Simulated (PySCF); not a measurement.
# Fe²⁺: excitation energy

Fe²⁺ [Ar] 3d6 (5D) → Fe²⁺ [Ar] 3d5 4p1 (7P), as a difference of total energies. Calculation: PySCF 2.14, in aug-cc-pVQZ-DK (9s8p6d4f3g2h, 140 functions); the spin-free X2C one-electron Hamiltonian (Gaussian nucleus). Correlated levels: valence: [Ar] frozen. The calculations carry no spin-orbit coupling.

| method | excitation energy (eV) |
| --- | --- |
| UHF | 8.492 |
| PBE | 10.259 |
| PBE0 | 10.071 |
| r2SCAN | 9.828 |
| M06-2X | 10.168 |
| BLYP | 10.447 |
| MP2 (valence) | 9.888 |
| SCS-MP2 (valence) | 10.344 |

Question: Estimate what MN15 gives.

Answer: 10.639 eV, closest to BLYP among the rows shown.

Question: Estimate what LDA gives.

Answer: 10.345 eV, closest to SCS-MP2 (valence) among the rows shown.

A first-order spin-orbit estimate (lowest level to lowest level, LS coupling) adds 0.011 eV.
